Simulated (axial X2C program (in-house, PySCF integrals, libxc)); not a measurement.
## Low determinants of NaSc⁻ at the PBE0 level, spin-free

Computed with an axial X2C code built on PySCF integrals. Spin-free means the one-electron spin-free X2C Hamiltonian. Basis: Sc dyall-acv3z [11s12p8d5f2g], Na dyall-av3z [10s9p5d2f] (cores contracted in-house); Gaussian nuclei, density fitting, unrestricted open shells. Masses: Sc 44.956 u, Na 22.990 u.

Search at 3.737 Å (vertical energies from the lowest determinant):

```csv
ΔE (eV),state,electrons beyond evenly filled partner blocks,"electrons in σ, π, δ, φ"
0.00,"M_S = 1/2, Λ = 2",δ+α,20 12 1 0
0.03,"M_S = 1/2, Λ = 0",σα,21 12 0 0
0.41,"M_S = 3/2, Λ = 2","2 × σα, δ+α",20 12 1 0
0.48,"M_S = 3/2, Λ = 3","σα, π+α, δ+α",19 13 1 0
0.53,"M_S = 1/2, Λ = 2","2 × σα, δ+β",20 12 1 0
0.65,"M_S = 1/2, Λ = 3","σα, π+α, δ+β",19 13 1 0
0.65,"M_S = 1/2, Λ = 1","σα, π-α, δ+β",19 13 1 0
```

Lowest determinant, M_S = 1/2, Λ = 2 (beyond evenly filled blocks: δ+α): Re = 3.729 Å, ωe = 99.7 cm⁻¹.

The determinant in row 2 of the search, M_S = 1/2, Λ = 0 (beyond evenly filled blocks: σα), was followed along the bond at PBE0; measured from the minimum of the lowest determinant it gives:

Te = 0.028 eV (222 cm⁻¹), Re = 3.818 Å, ωe = 88.0 cm⁻¹.

Compare the bond of the determinant in row 2 with that of the lowest one.

At PBE0 its Re is 0.089 Å longer and its force constant, which goes as ωe², is 0.78 times that of the lowest determinant. This determinant mixes spin states, so it has no term energy of its own.

The search compares states at one distance, so a state with another bond length can lie lower; it is not exhaustive and yields mostly the lowest determinant of each block pattern, so other components and higher states of one pattern are missing. These are energies of single determinants, not of spin-adapted states; PBE0 term energies can be off by some tenths of an eV, and the functional has no current term. The lowest determinant need not be the ground state where others lie within half an eV. For an anion, determinants above electron detachment are held by the basis set. The highest occupied level of some functionals is positive through self-interaction error; at Hartree–Fock it is bound. Row 1 is spin-contaminated (⟨S²⟩ = 1.08 against 0.75), so its values are not those of a pure state. Row 2 is spin-contaminated (⟨S²⟩ = 0.91 against 0.75), so its values are not those of a pure state. Row 1 has a positive highest level at its minimum. Row 2 has a positive highest level at its minimum.
